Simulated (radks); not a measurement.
The numbers below are computed, except where a source is named.
Ionisation of neutral terbium, [Xe] 4f9 6s2, to [Xe] 4f9 6s1 as the strength of local exchange is varied. Level of theory: Dirac Kohn-Sham, Slater X-alpha exchange (alpha = 2/3 is LDA exchange), no correlation, spin-unpolarised, spherical densities, point nucleus; open shells fill j = l - 1/2 first (a radial shooting solver on a logarithmic mesh with Libxc functionals).

alpha  E(Tb) (hartree)  exchange (hartree)  IE (eV)  -e of the level emptied (eV)  <r> of it (bohr)
0.607      -11682.9836           -220.6651    5.243                 2.796 (6s1/2)             4.297
0.667      -11704.8180           -242.9736    5.512                 3.036 (6s1/2)             4.228
0.675      -11707.7326           -245.9546    5.549                 3.069 (6s1/2)             4.219
0.708      -11719.7638           -258.2672    5.703                 3.209 (6s1/2)             4.181
0.862      -11776.0859           -316.0690    6.463                 3.906 (6s1/2)             4.009
0.89       -11786.3575           -326.6390    6.607                 4.041 (6s1/2)             3.979

NIST Atomic Spectra Database: 5.864 eV (measured). The Delta-SCF value meets it near alpha = 0.74. Spin polarisation and multiplet splitting are left out, so open shells lie too high by an amount that depends on their filling.

Beside tabulated values, note that spin-unpolarised runs miss the spin-polarisation part of the exchange energy of open shells.
